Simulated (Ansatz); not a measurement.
Stepwise reaction of `C[As](C)[SiH3]` with hydrogen, as a gas-phase model of exchange steps in deposition or etching. ΔE in kJ/mol; ΔG adds harmonic PBE0-D4 terms to CCSD(T)/CBS, at 1 bar.

Isolated molecules relaxed with PBE0-D4/def2-TZVP in Ansatz; ΔE leaves out vibrations. CCSD(T)/CBS adds triple-zeta CCSD(T) − MP2 to the extrapolated MP2 energy (def2 sets, frozen cores). This one scheme is used for every species. Functionals use def2-TZVPP. B3LYP here is the variant with VWN-RPA as its local correlation; programs differ in this. For As outer-core shells are correlated without core-valence functions, which leaves a few kJ/mol of doubt a bond. Scalar relativity is left out up to krypton.

```tsv
step	reaction	PBE-D4	B3LYP-D4	ωB97M-V	CCSD(T)/CBS	ΔG(500 K)
2	`C[AsH][SiH3]` + H₂ → `[SiH3][AsH2]` + CH₄	-57.7	-62.1	-61.7	-58.9	-56.0
```

Problem. Give the row of step 1, `C[As](C)[SiH3]` + H₂ → `C[AsH][SiH3]` + CH₄. (Estimate.)

Solution. Computed: 
| step | reaction | PBE-D4 | B3LYP-D4 | ωB97M-V | CCSD(T)/CBS | ΔG(500 K) |
| --- | --- | --- | --- | --- | --- | --- |
| 1 | `C[As](C)[SiH3]` + H₂ → `C[AsH][SiH3]` + CH₄ | -51.7 | -56.1 | -55.1 | -52.1 | -49.5 |

Problem. By hand: ΔE of the 2 steps together at CCSD(T)/CBS.

Solution. (-52.1) + (-58.9) = -111.0 kJ/mol, or -55.5 kJ/mol a step.

In ΔE each step is lower than the one before. All are downhill at CCSD(T)/CBS. ΔG lies between -56.0 and -49.5 kJ/mol a step. PBE-D4 differs from CCSD(T)/CBS by 0.4 to 1.2 kJ/mol a step. Isolated molecules leave out the surface, adducts and barriers. Largest T1 diagnostic: 0.011.
